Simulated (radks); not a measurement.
Cu, configuration [Ar] 3d10 4s1.

Method: Dirac Kohn-Sham, LDA (Slater exchange, Perdew-Wang correlation), spin-unpolarised, spherical densities, finite nucleus; Fermi nuclear charge, rms radius 3.8823 fm; computed with a radial shooting solver on a logarithmic mesh with Libxc functionals.

Energy parts (eV):
| part | energy |
|---|---|
| total | -44961.607 |
| kinetic | 45721.336 |
| electron-nucleus | -108452.245 |
| Hartree | 19536.761 |
| exchange-correlation | -1767.459 |

Orbitals (lengths in bohr, moments of r in powers of bohr):
| orbital | occ. | eigenvalue (eV) | <1/r> | <r^2> | small-component weight |
|---|---|---|---|---|---|
| 1s1/2 | 2 | -8831.022 | 29.11 | 0.003667 | 1.09e-02 |
| 2s1/2 | 2 | -1060.025 | 6.346 | 0.06547 | 2.06e-03 |
| 2p1/2 | 2 | -929.8128 | 6.309 | 0.05134 | 2.05e-03 |
| 2p3/2 | 4 | -909.3632 | 6.168 | 0.05289 | 2.02e-03 |
| 3s1/2 | 2 | -114.1190 | 2.002 | 0.5890 | 4.56e-04 |
| 3p1/2 | 2 | -73.7584 | 1.869 | 0.6541 | 4.09e-04 |
| 3p3/2 | 4 | -71.1641 | 1.834 | 0.6737 | 3.99e-04 |
| 3d3/2 | 4 | -5.4890 | 1.377 | 1.544 | 2.49e-04 |
| 3d5/2 | 6 | -5.2176 | 1.364 | 1.589 | 2.45e-04 |
| 4s1/2 | 1 | -4.8584 | 0.4510 | 9.889 | 3.09e-05 |

The highest occupied level is 4s1/2 at -4.858 eV. The electron density at the nucleus is 2.208e+04 e/bohr^3. For comparison, the ionisation energy in NIST's Atomic Spectra Database is 7.726 eV (measured). In exact Kohn-Sham theory the highest level is minus the ionisation energy, but local and semilocal functionals leave it too shallow, through self-interaction and a potential that decays too fast; potentials with the right tail come closer.

Beside tabulated values, note that spin-unpolarised runs miss the spin-polarisation part of the exchange energy of open shells.
